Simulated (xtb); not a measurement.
C₃H₉Bi, singlet, geometry from GFN2-xTB (such geometries of metal compounds can be far from the true shape); GFN1-xTB (xtb).

The xtb input:
```
$ xtb mol.xyz --gfn 1 --acc 0.0001 --json

# file mol.xyz
13

Bi    -0.00265924    -0.00463990     0.32774277
C     -1.05486994    -1.53919065    -0.96882360
H     -0.64425811    -2.52383649    -0.78776141
H     -0.90946744    -1.27908881    -2.00731595
H     -2.11451925    -1.54953889    -0.74958142
C     -0.80582360     1.70974853    -0.92080720
H     -0.65333574     1.48323884    -1.96613109
H     -0.28504596     2.62610321    -0.67562231
H     -1.86385686     1.84117722    -0.73586087
C      1.88353121    -0.13071016    -0.92504196
H      1.61103079    -0.12000137    -1.97045578
H      2.41685485    -1.04639693    -0.70569174
H      2.52628836     0.71436864    -0.71619253
```

**Question.** Write the output that xtb gives for this input, abridged.

**Answer.** 
```
   ID    Z sym.   atoms
    1   83 Bi     1
    2    6 C      2, 6, 10
    3    1 H      3-5, 7-9, 11-13

           -------------------------------------------------
          |                Calculation Setup                |
           -------------------------------------------------

           -------------------------------------------------
          |                 G F N 1 - x T B                 |
           -------------------------------------------------

          ...................................................
          :                      SETUP                      :
          :.................................................:
          :  # basis functions                  34          :
          :  # atomic orbitals                  34          :
          :  # shells                           26          :
          :  # electrons                        26          :
          :  # halogen bonds                     0          :
          :  max. iterations                   250          :
          :  Hamiltonian                  GFN1-xTB          :
          :  restarted?                      false          :
          :  GBSA solvation                  false          :
          :  PC potential                    false          :
          :  electronic temp.          300.0000000     K    :
          :  accuracy                    0.0001000          :
          :  -> integral cutoff          0.6500000E+02      :
          :  -> integral neglect         0.1000000E-11      :
          :  -> SCF convergence          0.1000000E-09 Eh   :
          :  -> wf. convergence          0.2000000E-08 e    :
          :  Broyden damping             0.4000000          :
          :  net charge                          0          :
          :  unpaired electrons                  0          :
          ...................................................

 iter      E             dE          RMSdq      gap      omega  full diag
   1    -13.5459965 -0.135460E+02  0.763E+00    6.60       0.0  T
   2    -13.5570048 -0.110083E-01  0.434E+00    6.74       1.0  T
   3    -13.5550251  0.197973E-02  0.108E+00    6.77       1.0  T
   4    -13.5584039 -0.337880E-02  0.146E-01    6.78       1.0  T
   5    -13.5584328 -0.289549E-04  0.343E-02    6.77       1.0  T
   6    -13.5584462 -0.133934E-04  0.686E-03    6.77       4.0  T
   7    -13.5584464 -0.171578E-06  0.670E-04    6.77      41.4  T
   8    -13.5584464 -0.807086E-08  0.121E-05    6.77    2299.0  T
   9    -13.5584464 -0.102851E-11  0.154E-06    6.77   18044.6  T
  10    -13.5584464 -0.142109E-13  0.156E-07    6.77  100000.0  T
  11    -13.5584464 -0.337508E-13  0.266E-08    6.77  100000.0  T
  12    -13.5584464  0.106581E-13  0.588E-09    6.77  100000.0  T
  13    -13.5584464  0.532907E-14  0.260E-13    6.77  100000.0  T

   *** convergence criteria satisfied after 13 iterations ***

         :::::::::::::::::::::::::::::::::::::::::::::::::::::
         ::                     SUMMARY                     ::
         :::::::::::::::::::::::::::::::::::::::::::::::::::::
         :: total energy             -13.394817092629 Eh    ::
         :: gradient norm              0.013616753118 Eh/a0 ::
         :: HOMO-LUMO gap              6.767896237956 eV    ::
         ::.................................................::
         :: SCC energy               -13.558446420324 Eh    ::
         :: -> electrostatic           0.024570617632 Eh    ::
         :: repulsion energy           0.168097649880 Eh    ::
         :: dispersion energy         -0.004468322185 Eh    ::
         :: halogen bond corr.         0.000000000000 Eh    ::
         :: add. restraining           0.000000000000 Eh    ::
         :: total charge               0.000000000000 e     ::
         :::::::::::::::::::::::::::::::::::::::::::::::::::::

           -------------------------------------------------
          |                Property Printout                |
[...]
         8        2.0000           -0.4873756             -13.2622
         9        2.0000           -0.4860002             -13.2247
        10        2.0000           -0.4860002             -13.2247
        11        2.0000           -0.4077174             -11.0946
        12        2.0000           -0.4077174             -11.0946
        13        2.0000           -0.3839884             -10.4489 (HOMO)
        14                         -0.1352728              -3.6810 (LUMO)
        15                         -0.1352728              -3.6810
        16                         -0.1156701              -3.1475
        17                         -0.0849324              -2.3111
        18                         -0.0849324              -2.3111
        19                         -0.0641317              -1.7451
        20                         -0.0489773              -1.3327
        21                         -0.0374707              -1.0196
        22                         -0.0374707              -1.0196
        23                         -0.0277604              -0.7554
        24                         -0.0175772              -0.4783
       ...                                ...                  ...
        34                          0.5138925              13.9837
      -------------------------------------------------------------
                  HL-Gap            0.2487156 Eh            6.7679 eV
             Fermi-level           -0.2596306 Eh           -7.0649 eV

  Mulliken/CM5 charges         n(s)   n(p)   n(d)
     1Bi    0.56178  0.58957   1.986  2.452  0.000
     2C    -0.27167 -0.43616   1.051  3.220  0.000
     3H     0.02448  0.07599   0.976  0.000  0.000
     4H     0.03585  0.08807   0.964  0.000  0.000
     5H     0.02408  0.07558   0.976  0.000  0.000
     6C    -0.27167 -0.43616   1.051  3.220  0.000
     7H     0.03585  0.08807   0.964  0.000  0.000
     8H     0.02408  0.07558   0.976  0.000  0.000
     9H     0.02448  0.07599   0.976  0.000  0.000
    10C    -0.27167 -0.43616   1.051  3.220  0.000
    11H     0.03585  0.08807   0.964  0.000  0.000
    12H     0.02408  0.07558   0.976  0.000  0.000
    13H     0.02448  0.07599   0.976  0.000  0.000

Wiberg/Mayer (AO) data.
largest (>0.10) Wiberg bond orders for each atom

 ---------------------------------------------------------------------------
     #   Z sym  total        # sym  WBO       # sym  WBO       # sym  WBO
 ---------------------------------------------------------------------------
     1  83 Bi   2.835 --     2 C    0.949     6 C    0.949    10 C    0.949
     2   6 C    3.954 --     5 H    0.992     3 H    0.992     4 H    0.991
                             1 Bi   0.949
     3   1 H    1.001 --     2 C    0.992
     4   1 H    0.998 --     2 C    0.991
     5   1 H    1.001 --     2 C    0.992
     6   6 C    3.954 --     8 H    0.992     9 H    0.992     7 H    0.991
                             1 Bi   0.949
     7   1 H    0.998 --     6 C    0.991
     8   1 H    1.001 --     6 C    0.992
     9   1 H    1.001 --     6 C    0.992
    10   6 C    3.954 --    12 H    0.992    13 H    0.992    11 H    0.991
                             1 Bi   0.949
    11   1 H    0.998 --    10 C    0.991
    12   1 H    1.001 --    10 C    0.992
    13   1 H    1.001 --    10 C    0.992
 ---------------------------------------------------------------------------

Topologies differ in total number of bonds
Writing topology from bond orders to xtbtopo.mol

 dipole moment from electron density (au)
     X       Y       Z
  -0.0087  -0.0153   1.0775  total (Debye):    2.739

           -------------------------------------------------
          | TOTAL ENERGY              -13.394817092629 Eh   |
          | GRADIENT NORM               0.013616753118 Eh/α |
          | HOMO-LUMO GAP               6.767896237956 eV   |
           -------------------------------------------------

normal termination of xtb
```
